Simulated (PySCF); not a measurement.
C4H3F3O2.
Cartesian coordinates in Å at the GFN2-xTB level; atoms count from 1:
```xyz
12
C4H3F3O2 angstrom
O     -1.2104    1.3634    1.7411
C     -1.0418    0.5283    0.9247
O     -1.9123   -0.0964    0.1062
C     -0.8892   -0.8977   -0.5095
C      0.1753   -0.2644    0.4005
C      1.2565    0.5402   -0.2942
F      0.7557    1.4184   -1.1701
F      2.0810   -0.2608   -0.9929
F      2.0139    1.2197    0.5658
H     -0.7958   -0.6676   -1.5720
H     -1.0736   -1.9617   -0.3604
H      0.6419   -0.9221    1.1346
```

Level of theory: TDDFT CAM-B3LYP/def2-SVPD, vertical, gas phase, core orbitals frozen in the response in PySCF 2.14.0, density-fitted response routines.

Transition dipole moments from the ground state, in atomic units and in the frame of the coordinates above (overall signs are arbitrary), for the states with f of 0.002 or more among the lowest 8:

| state | E (eV) | μx | μy | μz |
| --- | --- | --- | --- | --- |
| S2 | 8.073 | -0.071 | 0.411 | 0.445 |
| S3 | 8.447 | 0.408 | 0.129 | 0.240 |
| S4 | 8.784 | 0.068 | 0.133 | -0.057 |
| S5 | 8.838 | -0.008 | 0.100 | -0.010 |
| S6 | 9.100 | -0.124 | 0.145 | 0.198 |
| S7 | 9.276 | -0.091 | 0.063 | -0.136 |
| S8 | 9.357 | 0.218 | 0.280 | 0.169 |

What oscillator strength does each state have?

f = (2/3) ΔE |μ|² with ΔE in hartree (27.2114 eV).

```
state  |μ|² (au)  |μ| (D)      f
   S2      0.372     1.55  0.074
   S3      0.240     1.25  0.050
   S4      0.025     0.41  0.005
   S5      0.010     0.26  0.002
   S6      0.075     0.70  0.017
   S7      0.031     0.45  0.007
   S8      0.154     1.00  0.035
```

Which bond between heavy atoms lies closest to the direction of the S2 transition dipole?

O1–C2, at 3° from it; next C6–F8 at 32°.

What angle do the transition dipoles of S6 and S8 make?

|cos θ| = |μa·μb| / (|μa| |μb|) = 0.44, so θ ≈ 64° (taken between 0 and 90°, since the signs are arbitrary).

How is the summed strength of these states shared among x, y and z?

(2/3) Σ ΔE μα² gives 0.053 for x, 0.066 for y and 0.071 for z, 0.190 in all.

What peak molar absorption coefficient would the strongest computed level give as a lone Gaussian band 0.4 eV wide at half height?

ε(max) = 2.175×10⁸ f / FWHM, with the width in cm⁻¹. S2: 2.175×10⁸ × 0.0735 / 3226 ≈ 5000 L mol⁻¹ cm⁻¹.

The run took 56 s on one thread, Arm Neoverse V2, on a shared host.
